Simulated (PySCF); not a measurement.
Compound: C₅H₇ClSSi.
Cartesian coordinates in Å at the GFN2-xTB level; atoms count from 1:
```
atom  x, y, z in Å
C1    -4.4179   -0.1625    0.1706
C2    -3.2229   -0.1831    0.0409
C3    -1.8259   -0.2164   -0.0934
C4    -0.9560   -0.1131    0.9174
Cl5   -1.5281    0.0839    2.5428
Si6    0.9149   -0.1720    0.7829
S7     1.3273   -0.4183   -1.3051
C8     3.1449   -0.4008   -1.2507
H9    -5.4617   -0.1449    0.2737
H10   -1.4372   -0.3375   -1.0965
H11    1.4590   -1.3139    1.5156
H12    1.5191    1.0781    1.2386
H13    3.4881    0.5539   -0.8659
H14    3.4925   -0.5387   -2.2686
H15    3.4995   -1.2124   -0.6242
```

IAO charges (e) from the PBE0/pcSseg-1 density (PySCF), one withheld:

```json
{"atom": "C1", "bonded to": "C2 H9", "charge": "-0.2049"}
{"atom": "C2", "bonded to": "C1 C3", "charge": "-0.0240"}
{"atom": "C3", "bonded to": "C2 C4 H10", "charge": "-0.1555"}
{"atom": "C4", "bonded to": "C3 Cl5 Si6", "charge": "?"}
{"atom": "Cl5", "bonded to": "C4", "charge": "-0.0104"}
{"atom": "Si6", "bonded to": "C4 S7 H11 H12", "charge": "+0.7076"}
{"atom": "S7", "bonded to": "Si6 C8", "charge": "-0.1908"}
{"atom": "C8", "bonded to": "S7 H13 H14 H15", "charge": "-0.4960"}
{"atom": "H9", "bonded to": "C1", "charge": "+0.2082"}
{"atom": "H10", "bonded to": "C3", "charge": "+0.1851"}
{"atom": "H11", "bonded to": "Si6", "charge": "-0.1189"}
{"atom": "H12", "bonded to": "Si6", "charge": "-0.1190"}
{"atom": "H13", "bonded to": "C8", "charge": "+0.1576"}
{"atom": "H14", "bonded to": "C8", "charge": "+0.1756"}
{"atom": "H15", "bonded to": "C8", "charge": "+0.1571"}
```

Question: What is the charge on C4?

Answer: The charges add up to the total charge, 0. The others sum to +0.2717, which leaves -0.2717 e for C4 (vinylic C–Cl carbon); the computed value is -0.2718, the difference coming from rounding.

Question: Add each hydrogen's charge to the atom that carries it.

Answer: C1 +0.0033, C3 +0.0296, Si6 +0.4697, C8 -0.0057. Atoms without hydrogen keep their charges.

Question: Across which bond do the charges differ most?

Answer: Si6–C4: +0.7076 on Si6 against -0.2718 on C4, a difference of 0.9794 e. The lower charge is on the more electronegative element of the two (Pauling values: C 2.55, Si 1.90).

Question: Take the bonds between elements whose Pauling electronegativities differ by more than 0.25. In how many does the more electronegative atom carry the lower charge?

Answer: In 9 of 10; it doesn't in C4–Cl5.

Question: How much positive and how much negative charge does this set hold in all?

Answer: +1.5912 e on 6 atoms and -1.5913 e on 9.

The IAO scheme counts the electrons in orthogonalised intrinsic atomic orbitals, a minimal basis polarised so that it spans the occupied orbitals exactly. The structure is a single GFN2-xTB conformer in the gas phase; no vibrational or solvent corrections.
